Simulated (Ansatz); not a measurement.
Gas-phase electronic energies from Ansatz, PBE0-D4/def2-TZVP geometries. CBS: MP2 limit from def2 TZ/QZ plus the TZ coupled-cluster correction, frozen cores. Functionals use def2-TZVPP. def2 core potentials past Kr. For Br, Sn outer-core shells are correlated without core-valence functions, which leaves a few kJ/mol of doubt a bond. Scalar relativity is left out up to krypton. Each species was taken in one conformer, which may not be the lowest.

`C[O][Al]([NH2])[Cl]` + `C[O][SnH2][Br]` → `C[O][Al]([Cl])[O]C` + `[NH2][SnH2][Br]`  (redistribution)

`C[O][Al]([NH2])[Cl]`:

Z-matrix (Å, degrees):
```
C
O 1 1.398
H 1 1.096 2 112.4
H 1 1.095 2 110.0 3 120.6
H 1 1.095 2 110.0 3 -120.6
Al 2 1.674 1 135.8 3 -0.9
Cl 6 2.095 2 120.1 1 -0.0
N 6 1.750 2 120.2 1 180.0
H 8 1.006 6 124.6 2 -0.0
H 8 1.006 6 124.3 2 180.0
```

`C[O][SnH2][Br]`:

Z-matrix (Å, degrees):
```
C
O 1 1.408
H 1 1.097 2 112.1
H 1 1.093 2 107.9 3 118.9
H 1 1.099 2 112.4 3 -122.2
Sn 2 1.951 1 120.3 3 62.7
Br 6 2.480 2 106.5 1 -58.1
H 6 1.694 2 105.4 1 -174.4
H 6 1.703 2 109.5 1 57.0
```

`C[O][Al]([Cl])[O]C`:

```xyz
12

C    -1.522    0.986    1.654
O    -0.722    0.342    0.703
Al    0.731    0.676   -0.057
Cl    1.768    2.430    0.371
O     1.375   -0.387   -1.171
C     0.980   -1.623   -1.698
H    -2.518    1.170    1.239
H    -1.101    1.946    1.973
H    -1.635    0.351    2.538
H     0.876   -1.546   -2.785
H     0.026   -1.969   -1.285
H     1.742   -2.378   -1.484
```

`[NH2][SnH2][Br]`:

Cartesian coordinates in Å:
```
N 0.316 -1.050 -0.686
Sn -0.204 0.537 0.422
Br 0.694 2.549 -0.729
H 0.961 -1.699 -0.259
H -0.440 -1.556 -1.123
H 0.568 0.488 1.937
H -1.894 0.732 0.438
```

```tsv
species	PBE-D4 energy (Eh)
`C[O][Al]([NH2])[Cl]`	-873.45200
`C[O][SnH2][Br]`	-2904.35382
`C[O][Al]([Cl])[O]C`	-932.58821
`[NH2][SnH2][Br]`	-2845.21999
```

Problem. Work out ΔE.

Solution. ΔE = (-932.58821) + (-2845.21999) − (-873.45200) − (-2904.35382) = -0.00238 Eh = -0.06 eV. CCSD(T)/CBS gives -0.09 eV.

Largest T1 diagnostic among the species: 0.012.

In def2-TZVPP, CCSD(T) changes the Hartree–Fock value by +0.06 eV (the triples alone add +0.02 eV) and MP2 by +0.06 eV. From PBE to PBE0 (25 % exact exchange), in def2-TZVPP and without D4, ΔE moves by −0.04 eV.
